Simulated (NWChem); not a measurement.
# LaBrCl₂; SMILES [Cl][La]([Cl])[Br]

```xyz
4

La    -0.1406     0.4179     0.0000
Cl     0.1695     1.7085     2.2366
Cl     0.1695     1.7085    -2.2366
Br     0.0642    -2.3403     0.0000
```
Atoms are numbered in this order, from 1.

All runs use the structure optimised with PBE0/def2-SVP. def2 effective core potentials on La; no spin-orbit coupling.

Symmetry labels are those of Cs in the frame above (b1 and b2, or b-type labels, depend on it).

**Question.** List the 6 lowest vertical singlet excitations from PBE/def2-SVP with def2 effective core potentials on La, TDA (NWChem).

**Answer.** 
```csv
state,energy (eV),oscillator strength,symmetry,leading excitation (squared amplitude)
S1,3.50,0.003,a",HOMO → LUMO (1.00)
S2,3.72,0.017,a',HOMO−1 → LUMO (0.99)
S3,3.84,0.005,a',HOMO−2 → LUMO (1.00)
S4,3.94,0.002,a",HOMO−3 → LUMO (1.00)
S5,4.24,0.015,a',HOMO−4 → LUMO (0.99)
S6,4.37,0.002,a",HOMO−5 → LUMO (0.99)
```
